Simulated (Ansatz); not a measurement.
`C#CC(=C)[SiH3]` + H₂ → acetylene + `C=C[SiH3]`  (hydrogenolysis of a C–C bond)

Program: Ansatz. Geometries: PBE0-D4/def2-TZVP. ΔE: electronic, gas phase. CCSD(T)/CBS is the MP2 limit (def2-TZVPP, def2-QZVPP) plus CCSD(T) − MP2 in def2-TZVPP, frozen cores. This one scheme is used for every species. DFT in def2-TZVPP. B3LYP here is the variant with VWN-RPA as its local correlation; programs differ in this.

(1) Is it downhill or uphill in electronic energy at CCSD(T)/CBS, and by how much? (Estimate.)

(2) What do these levels give: PBE0-D4, PBE, B3LYP, CCSD(T)/def2-TZVPP, MP2/def2-QZVPP, MP2/CBS(def2)? (Best estimate.)

Largest T1 diagnostic among the species: 0.013.

Answers

(1) Ansatz gave: Downhill: ΔE = -23.1 kJ/mol.

(2) Computed: PBE0-D4 -13.0, PBE -12.1, B3LYP -24.8, CCSD(T)/def2-TZVPP -23.5, MP2/def2-QZVPP -12.1, MP2/CBS(def2) -11.9 kJ/mol.

In def2-TZVPP, CCSD(T) changes the Hartree–Fock value by +22.7 kJ/mol (the triples alone add +6.8 kJ/mol) and MP2 by +33.9 kJ/mol. From PBE to PBE0 (25 % exact exchange), in def2-TZVPP and without D4, ΔE moves by −6.7 kJ/mol. The D4 term adds +10.4 kJ/mol with B3LYP and +5.8 kJ/mol with PBE0; it sums over pairs of atoms, weighted by their polarisabilities, and B3LYP, whose exchange is more repulsive, gets the larger term.
